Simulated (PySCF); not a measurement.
PySCF 2.14 output of an unrestricted PBE calculation on a single atom or ion in aug-cc-pVTZ-PP with ECP28MDF, with a scalar-relativistic core potential:

```
SCF conv_tol = 1e-09
number electrons alpha = 13  beta = 9
    J. P. Perdew, K. Burke, and M. Ernzerhof.,  Phys. Rev. Lett. 77, 3865 (1996)
    J. P. Perdew, K. Burke, and M. Ernzerhof.,  Phys. Rev. Lett. 78, 1396 (1997)
    J. P. Perdew, K. Burke, and M. Ernzerhof.,  Phys. Rev. Lett. 77, 3865 (1996)
    J. P. Perdew, K. Burke, and M. Ernzerhof.,  Phys. Rev. Lett. 78, 1396 (1997)
cycle= 1 E= -213.873976216775  delta_E= -0.00702  |g|= 0.052  |ddm|= 0.999
cycle= 2 E= -213.874441940526  delta_E= -0.000466  |g|= 0.0387  |ddm|= 0.262
cycle= 3 E= -213.874905459632  delta_E= -0.000464  |g|= 0.00197  |ddm|= 0.0946
cycle= 4 E= -213.874930068476  delta_E= -2.46e-05  |g|= 0.000703  |ddm|= 0.0947
cycle= 5 E= -213.874937684484  delta_E= -7.62e-06  |g|= 7.43e-05  |ddm|= 0.0666
cycle= 6 E= -213.874937725388  delta_E= -4.09e-08  |g|= 5.21e-06  |ddm|= 0.00328
cycle= 7 E= -213.8749377255  delta_E= -1.11e-10  |g|= 7.67e-07  |ddm|= 0.000494
converged SCF energy = -213.8749377255  <S^2> = 6.0013474  2S+1 = 5.0005389
```

The run itself started from symmetry-adapted Hartree-Fock orbitals and held the occupation by maximum overlap, on a logarithmic radial grid, so the iterations belong to that start.

Q: Which element, charge and spin multiplicity is this?

A: Sn (tin, neutral), multiplicity 5; the state was [Kr] 4d10 5s1 5p2 6s1, high-spin 5P determinant (an excited configuration).

Energies and moments cover only the electrons outside the core potential. The outer electron is Rydberg-like, and this basis confines it to a smaller radius and binds it less than a complete one would.
